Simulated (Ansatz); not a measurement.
Isolated molecules relaxed with PBE0-D4/def2-TZVP in Ansatz; ΔE leaves out vibrations. CBS: MP2 limit from def2 TZ/QZ plus the TZ coupled-cluster correction, frozen cores. This one scheme is used for every species. Functionals use def2-TZVPP. For Ge outer-core shells are correlated without core-valence functions, which leaves a few kJ/mol of doubt a bond. Scalar relativity is left out up to krypton. Each species was taken in one conformer, which may not be the lowest.

`N[SiH2][GeH2][SH]` + H₂ → `[SH][GeH3]` + `N[SiH3]`  (hydrogenolysis of a Ge–Si bond)

CCSD(T)/CBS gives -0.5 kcal/mol.

(1) Another level gave -2.7 kcal/mol. Which?
A. PBE-QIDH/def2-TZVPP
B. CAM-B3LYP/def2-TZVPP
C. SCS-MP2/def2-TZVPP
D. revPBE/def2-TZVPP

Largest T1 diagnostic among the species: 0.011.

## Answers

(1) C. SCS-MP2/def2-TZVPP -2.7, revPBE -0.4, CAM-B3LYP -4.4, PBE-QIDH -1.4 kcal/mol.

From PBE to PBE0 (25 % exact exchange), in def2-TZVPP and without D4, ΔE moves by −1.4 kcal/mol. Leaving LDA and LC-ωPBE aside and taking each functional with its dispersion term where it has one, the values, not all of them listed here, spread over 5.2 kcal/mol, from B2PLYP to revPBE-D4. The D4 term adds +3.0 kcal/mol with B3LYP and +1.7 kcal/mol with PBE0; it sums over pairs of atoms, weighted by their polarisabilities, and B3LYP, whose exchange is more repulsive, gets the larger term.

B3LYP here is the variant with VWN-RPA as its local correlation; programs differ in this.
